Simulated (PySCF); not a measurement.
# Property card for `B(C)(C)CB(F)F`

C3H8B2F2.
SMILES with atom numbers: `[CH3:1][B:2]([CH3:3])[CH2:4][B:5]([F:6])[F:7]` (hydrogens: H8, H9, H10 on C1; H11, H12, H13 on C3; H14, H15 on C4)

Structure used (PBE0-D3(BJ)/def2-SVP), in Å, numbered top down from 1:
```
atom  x, y, z in Å
C1    -0.8253    1.4541    0.6305
B2    -0.4381    0.0425    0.0591
C3    -0.9590   -1.2847    0.7140
C4     0.5084   -0.0341   -1.2092
B5     1.9436   -0.2266   -0.6499
F6     2.7608    0.7941   -0.4337
F7     2.4060   -1.4189   -0.3040
H8    -1.2658    2.0879   -0.1582
H9     0.1003    1.9793    0.9321
H10   -1.5049    1.4358    1.4947
H11   -0.3685   -2.1821    0.4770
H12   -1.1053   -1.2108    1.8027
H13   -1.9694   -1.4451    0.2869
H14    0.2578   -0.9251   -1.8067
H15    0.4677    0.8833   -1.8135
```

Some functional groups and rings: three-coordinate boron.

PBE0-D3(BJ)/def2-SVP geometry optimisation, gas phase (PySCF):

- Point group: C1
- Rotational constants A, B, C: 3.516, 1.708, 1.334 GHz

From CAM-B3LYP/def2-SVPD ground state, ΔSCF and vertical TDDFT (core frozen in the response) (PySCF):

* Dipole moment: 1.92 D
* HOMO energy: -10.33 eV
* LUMO energy: 0.13 eV
* HOMO–LUMO gap: 10.46 eV
* Lowest singlet excitation: 6.38 eV (194 nm, f = 0.003)
* Strongest line among the 10 lowest singlet transitions: S8 at 9.15 eV (136 nm, f = 0.137)
* Lowest triplet excitation (Tamm–Dancoff): 5.83 eV
* Static isotropic polarisability: 63.8 au
* Vertical ionisation energy: 11.12 eV
* Electronic spatial extent ⟨r²⟩ about the centre of nuclear charge: 910 bohr²

KT3/pcSseg-2 ground state and GIAO shieldings, non-relativistic (PySCF):

* 13C chemical shifts (computed TMS as zero) by class: 26.0 (C4), 15.4 (C1/C3) ppm
* 1H chemical shifts (computed TMS as zero) by class: 1.82 (H14/H15), 0.96 (H8/H9/H10/H11/H12/H13) ppm
* Isotropic shieldings of nuclei other than C and H, by class: 16 (B2), 74 (B5), 240 (F6/F7) ppm

**B3LYP/pcJ-1 indirect spin-spin coupling, non-relativistic, gas phase; spin–dipole term left out for some pairs (PySCF)**

* Largest of the computed one-bond spin–spin couplings (means over like bonds): 19F–11B -139.4 (F6–B5 and 1 like it), 13C–1H +130.5 (C4–H14 and 1 like it), 13C–1H +124.0 (C1–H8 and 5 like it), 13C–11B +67.9 (C4–B5), 13C–11B +52.0 (C1–B2 and 1 like it), 13C–11B +38.2 (C4–B2) Hz

From delta-SCF UKS SCAN, pcX-2 on the ionised atom, pcseg-1 elsewhere, spin-free X2C (PySCF):

* Core binding energies: B1s 195.9 (B2), B1s 199.2 (B5), C1s 290.1 (C4), C1s 290.2 (C1/C3), F1s 693.3 (F6/F7) eV

Monoisotopic mass from the formula: 104.0780 u.

With B = h/(8π²I), that is 505.379 GHz u Å² over I, the principal moments of inertia are 143.7, 296.0 and 379.0 u Å² (most abundant isotopes); the inertial defect Ic − Ia − Ib is -60.7 u Å² (zero for a rigid planar frame, negative otherwise). A dipole of 1.92 D is allowed in C1, and pure rotational transitions are dipole-allowed. The principal polarisabilities are 56.2, 66.7 and 68.5 au; their mean is the isotropic value. The dipole equals about 6.4 × 10⁻³⁰ C·m (1 D = 3.33564 × 10⁻³⁰ C·m). The vertical singlet–triplet gap S1 − T1 is 0.55 eV (TDDFT singlet less Tamm–Dancoff triplet). The ΔSCF ionisation energy exceeds −ε(HOMO) by 0.79 eV with CAM-B3LYP. No computed singlet falls in the visible range (750 to 380 nm, 1.65 to 3.26 eV); S1 lies 3.12 eV above its blue end.

 NMR classes are plain means over equivalent atoms (diastereotopic ones count apart unless rotation or inversion swaps them), as if these changed places fast; in this geometry the members of some classes differ.

One conformer stands for the species.
